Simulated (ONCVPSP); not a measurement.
## Transferability test, ONCV potential for nickel (Ni)

```json
{
 "Element": "Ni (Z = 28)",
 "Generator": "ONCVPSP 4.0.1",
 "Type": "optimised norm-conserving Vanderbilt (ONCV)",
 "Functional": "PW91",
 "Relativity": "scalar-relativistic",
 "Frozen core": "[Ne] 3s2",
 "Valence charge": "16",
 "Reference configuration": "3p6 3d8 4s2",
 "Partial waves": "4s: rc 2.40 bohr, ncon 3, nbas 7, qcut 2.6 1/bohr, 2 projectors, debl 2.4 Ha; 3p: rc 1.25 bohr, ncon 3, nbas 7, qcut 9 1/bohr, 2 projectors, debl 3.4 Ha; 3d: rc 1.10 bohr, ncon 4, nbas 8, qcut 14.8 1/bohr, 1 projector; f scattering state at 0.32 Ha: rc 2.25 bohr, ncon 4, nbas 7, qcut 5.1 1/bohr, 2 projectors, debl 3 Ha",
 "Local potential": "polynomial inside 1.05 bohr (lpopt 5, dvloc0 4 Ha)",
 "Core correction": "none"
}
```

Energies are relative to the spin-unpolarised reference configuration 3p6 3d8 4s2; without spin polarisation the order of configurations can differ from experiment.

(1) Give the all-electron excitation energy and the error of the potential for: 3p6 3d8 4s1; 3p6 3d8 4s0; 3p6 3d7 4s0; 3p5 3d8 4s2.

Levels in the configuration 3p6 3d7 4s0:

```json
{"level": "3p", "all-electron (eV)": "-110.801", "pseudo (eV)": "-110.984"}
{"level": "3d", "all-electron (eV)": "-47.181", "pseudo (eV)": "-47.332"}
```

Note: no bound ghost flagged; GHOST(+) flagged for s at 40.7 eV.

## Answers

(1)

```
valence configuration  charge  ΔE all-electron (eV)  error AE − PS (meV)
          3p6 3d8 4s1      +1                 9.391                 -6.6
          3p6 3d8 4s0      +2                26.801                  -58
          3p6 3d7 4s0      +3                64.379                 -174
          3p5 3d8 4s2      +1                79.587                  +12
```
